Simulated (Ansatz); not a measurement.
C$_{4}$N$_{4}$O$_{4}$Sn, SMILES `O=C=[N][Sn]([N]=C=O)([N]=C=O)[N]=C=O`. The species carries charge 0 and has multiplicity 1. Correlated methods include outer-core shells of Sn, which these sets cover unevenly. Sn takes the def2 core potential.

Cartesian coordinates in Å:
```
O 3.4446 -1.1115 1.5341
C 2.3182 -0.9268 1.3279
N 1.1269 -0.7894 1.1768
Sn -0.0026 0.2643 -0.0681
N -0.3226 2.0729 0.6542
C -1.0090 2.5325 1.5352
O -1.6379 3.0500 2.3613
N 0.9145 0.5297 -1.7984
C 0.8431 0.0092 -2.8862
O 0.8340 -0.4386 -3.9562
N -1.7249 -0.6843 -0.3173
C -2.1517 -1.7512 0.0585
O -2.6325 -2.7569 0.3783
```

Task: Give the diagnostics of a CCSD(T)/def2-TZVPP run (frozen core, Ansatz 0.2.0). (Best estimate.)

Result: Ansatz gave: T1 = 0.0176, largest single amplitude 0.030, largest double 0.013, (T) share of the correlation energy 4.8 %, 9 CCSD cycles. The RHF solution is stable towards an unrestricted one. T1 lies under the customary mark of 0.02 for closed shells.
